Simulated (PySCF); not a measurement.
# Bi²⁺ (bismuth, charge +2) across methods

[Xe] 4f14 5d10 6s2 6p1, 2P determinant. All numbers are calculated (PySCF 2.14, scalar relativity through the core potential, in aug-cc-pVDZ-PP with ECP60MDF (5s4p3d, 32 functions)).

| method | E (hartree) | mean ε 6s α (eV) | mean ε 6s β (eV) | mean ε 6p α (eV) | Σ⟨r²⟩ (bohr²) | ⟨S²⟩ |
| --- | --- | --- | --- | --- | --- | --- |
| r2SCAN0 | -213.7511 | -32.556 | -31.397 | -20.921 | 42.65 | 0.753 |
| B3LYP | -213.7835 | -32.017 | -31.201 | -20.426 | 42.83 | 0.751 |
| r2SCAN | -213.8061 | -31.278 | -30.379 | -19.898 | 42.63 | 0.753 |
| PBEsol | -213.5136 | -31.022 | -30.325 | -19.585 | 42.73 | 0.751 |
| UHF | -212.72646 | -35.196 | -33.048 | -23.265 | 43.16 | 0.756 |
| PBE0 | -213.7143 | -32.252 | -31.231 | -20.665 | 42.74 | 0.752 |
| PBE | -213.7372 | -30.919 | -30.240 | -19.564 | 42.77 | 0.751 |
| LDA | -213.4087 | -31.292 | -30.714 | -19.678 | 42.80 | 0.750 |

(1) Estimate the same row for wB97X.

Energies and moments cover only the electrons outside the core potential. Spin-orbit coupling, absent here, splits the open shell strongly.

## Answers

(1) E (hartree) = -213.7524; mean ε 6s α (eV) = -34.699; mean ε 6s β (eV) = -33.800; mean ε 6p α (eV) = -22.698; Σ⟨r²⟩ (bohr²) = 42.65; ⟨S²⟩ = 0.751.
